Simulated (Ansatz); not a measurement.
`[InH2][B]1CN1` + H–F → `FB1CN1` + `[InH3]` at 700 K and 1 bar (cleavage of the B–In bond).

Computed with Ansatz on PBE0-D4/def2-TZVP structures; ΔE is electronic, products minus reactants. CBS: MP2 limit from def2 TZ/QZ plus the TZ coupled-cluster correction, frozen cores. This one scheme is used for every species. Elements past krypton have def2 core potentials. For In outer-core shells are correlated without core-valence functions, which leaves a few kJ/mol of doubt a bond.

```csv
species,CCSD(T)/CBS energy (Eh),H − E (kJ/mol),S (J/(mol·K))
`[InH2][B]1CN1`,-310.30997,220.4,444.1
H–F,-100.39570,45.2,198.5
`FB1CN1`,-219.17153,176.2,355.7
`[InH3]`,-191.56739,77.3,275.7
```

H − E and S are ideal-gas, rigid-rotor, harmonic terms from PBE0-D4/def2-TZVP. 1 Eh = 2625.50 kJ/mol, R = 8.31446 J/(mol·K).

Problem. By hand: ΔE, ΔH, ΔS and ΔG.

Solution. ΔE = (-219.17153) + (-191.56739) − (-310.30997) − (-100.39570) = -0.03325 Eh = -87.3 kJ/mol. Δ(H − E) = 176.2 + 77.3 − 220.4 − 45.2 = -12.1, so ΔH = -99.4 kJ/mol. ΔS = 355.7 + 275.7 − 444.1 − 198.5 = -11.2 J/(mol·K). ΔG = -99.4 − 700 × (-11.2)/1000 = -91.6 kJ/mol.

Problem. By hand: the equilibrium constant, and the temperature at which ΔG would vanish if ΔH and ΔS stayed fixed.

Solution. log₁₀ K = −ΔG/(RT ln 10) = 6.8. ΔG = 0 at ΔH/ΔS = 8875 K, far beyond where these terms or the molecules hold.

The number of gas molecules stays the same, so ΔS is small and ΔH decides. A doubt of 5 kJ/mol in ΔE shifts log₁₀ K by 0.4 here. These are equilibria of isolated gas molecules and say nothing of rates. Largest T1 diagnostic: 0.015 (customary marks: 0.02 for closed shells, 0.045 for open ones).
